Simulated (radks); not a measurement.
The numbers below are computed, except where a source is named.
Spin polarisation of the 4p5 shell in Rb2+. Start: [Ar] 3d10 4s2 4p(up 2.5, down 2.5); electrons of 4p are moved from spin down to spin up, other shells keep equal spins. Level of theory: scalar-relativistic Kohn-Sham, SCAN, spin-polarised, spherical densities, finite nucleus; meta-GGA in the generalised Kohn-Sham scheme; Fermi nuclear charge, rms radius of each element as measured or else 0.836 A^(1/3) + 0.57 fm (a radial shooting solver on a logarithmic mesh with Libxc functionals).

| moment (Bohr magnetons) | E - E(0) (eV) | e(4p up) (eV) | e(4p down) (eV) | 4s down minus up (eV) | 3d down minus up (eV) |
|---|---|---|---|---|---|
| 0 | 0.000 | -34.248 | -34.248 | 0.000 | 0.000 |
| 0.25 | -0.020 | -34.406 | -34.085 | 0.342 | 0.048 |
| 0.5 | -0.084 | -34.557 | -33.918 | 0.678 | 0.096 |
| 0.75 | -0.181 | -34.702 | -33.747 | 1.011 | 0.144 |
| 1 | -0.319 | -34.843 | -33.570 | 1.343 | 0.192 |

At moment 1 the spin-polarisation energy is -0.319 eV and the 4p exchange splitting 1.273 eV, that is 1.273 eV per Bohr magneton; E = -I m^2/4 would give I = 1.274 eV.
